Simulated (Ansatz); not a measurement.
Two members of one family (Series InH2X), computed with Ansatz in the gas phase; def2 core potentials for In, no spin–orbit coupling. Binding counts from free atoms in the multiplicity of their measured ground term, without zero-point energy. A dash marks a value that wasn't run or was left out as unsound. The structures are stationary points that may keep the symmetry of their start.

First: InH2(CCH) (singlet, charge 0, PBE-D4/def2-TZVP geometry).

Cartesian coordinates in Å:
```
In -0.399 0.385 -1.265
H 0.728 0.119 -2.543
H -1.972 1.077 -1.411
C 0.207 -0.198 0.668
C 0.564 -0.541 1.784
H 0.872 -0.842 2.767
```

```
                level  HOMO (eV)  LUMO (eV)  gap (eV)  vertical IE (eV)  vertical triplet (eV)  binding per atom (eV)
LDA (SPW92)/def2-TZVP      -6.72      -3.03      3.69                 –                      –                   3.91
      PBE-D4/def2-SVP      -6.46      -2.69      3.77                 –                      –                   3.47
  r2SCAN-D4/def2-TZVP      -6.78      -2.48      4.30              9.61                   3.98                   3.41
    PBE0-D4/def2-TZVP      -7.72      -2.01      5.71              9.79                   4.27                   3.41
 r2SCAN0-D4/def2-TZVP      -7.87      -1.85      6.03                 –                      –                   3.35
```

Second: InH2(SiH3) (singlet, charge 0, PBE-D4/def2-TZVP geometry).

```csv
atom,x (Å),y (Å),z (Å)
In1,0.6257,-1.2299,0.4599
H2,2.2096,-1.2131,1.1859
H3,-0.2060,-2.7575,0.3492
Si4,-0.4754,0.9522,-0.3845
H5,-1.4354,0.7129,-1.5087
H6,0.5322,1.9616,-0.8425
H7,-1.2507,1.5738,0.7407
```

Problem. Estimate the same table for the second.

Solution. 
| level | HOMO (eV) | LUMO (eV) | gap (eV) | vertical IE (eV) | vertical triplet (eV) | binding per atom (eV) |
| --- | --- | --- | --- | --- | --- | --- |
| LDA (SPW92)/def2-TZVP | -6.47 | -3.12 | 3.35 | – | – | 2.67 |
| PBE-D4/def2-SVP | -6.34 | -2.83 | 3.51 | – | – | 2.35 |
| r2SCAN-D4/def2-TZVP | -6.59 | -2.63 | 3.96 | 9.27 | 3.29 | 2.42 |
| PBE0-D4/def2-TZVP | -7.37 | -2.14 | 5.23 | 9.36 | 3.47 | 2.38 |
| r2SCAN0-D4/def2-TZVP | -7.52 | -2.01 | 5.51 | – | – | 2.42 |
